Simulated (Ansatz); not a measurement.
Reaction (formal exchange of groups at the Al–Cl bond): `[Cl][Al]1[BH][NH]1` + CH₄ → `[CH3][Al]1[BH][NH]1` + HCl

Isolated molecules relaxed with PBE0-D4/def2-TZVP in Ansatz; ΔE leaves out vibrations. CCSD(T)/CBS is the MP2 limit (def2-TZVPP, def2-QZVPP) plus CCSD(T) − MP2 in def2-TZVPP, frozen cores. This one scheme is used for every species. Functionals use def2-TZVPP. HSE06 is defined as in plane-wave codes.

`[Cl][Al]1[BH][NH]1`:

Cartesian coordinates in Å:
```
Cl 1.966 2.408 0.084
Al 0.643 0.841 0.474
B -0.623 -0.685 0.619
N -0.181 -0.300 -0.656
H -1.358 -1.535 1.015
H -0.447 -0.730 -1.535
```

CH₄:

```xyz
5

C     0.000    0.000    0.000
H    -0.489    0.966   -0.122
H     0.130   -0.209    1.061
H     0.974    0.021   -0.488
H    -0.615   -0.778   -0.451
```

`[CH3][Al]1[BH][NH]1`:

Cartesian coordinates in Å:
```
C 1.114 -1.063 -1.074
Al 0.313 0.001 0.346
B -0.681 1.120 1.666
N -1.289 0.849 0.432
H 2.091 -1.462 -0.797
H 0.462 -1.903 -1.333
H 1.238 -0.455 -1.976
H -1.046 1.747 2.613
H -2.202 1.166 0.124
```

HCl:

Z-matrix (Å, degrees):
```
Cl
H 1 1.279
```

| level | ΔE (eV) |
| --- | --- |
| revPBE-D4 | 1.62 |
| HSE06-D4 | 1.66 |
| PBE-QIDH | 1.70 |
| MP2/def2-SVP | 1.78 |

(1) What does CCSD(T)/CBS give? (An estimate is asked.)

(2) What do rigid-rotor, harmonic-oscillator terms from PBE0-D4/def2-TZVP frequencies (298.15 K, 1 bar) make of the CCSD(T)/CBS value? (Estimate.)

Largest T1 diagnostic among the species: 0.013.

Answers

(1) Ansatz gave: +1.69 eV. The listed levels differ from it by -0.07, -0.03, 0.01, 0.09 eV.

(2) Ansatz gave: ΔZPE = -0.11 eV, ΔH = +1.59 eV, ΔS = 16 J/(mol·K), ΔG = +1.55 eV.

In def2-TZVPP, CCSD(T) changes the Hartree–Fock value by −0.16 eV (the triples alone add −0.01 eV) and MP2 by −0.13 eV. At CCSD(T), def2-SVP lies +0.06 eV from the extrapolated value and def2-TZVPP −0.01 eV. From BLYP to BHLYP (50 % exact exchange), in def2-TZVPP and without D4, ΔE moves by +0.08 eV.
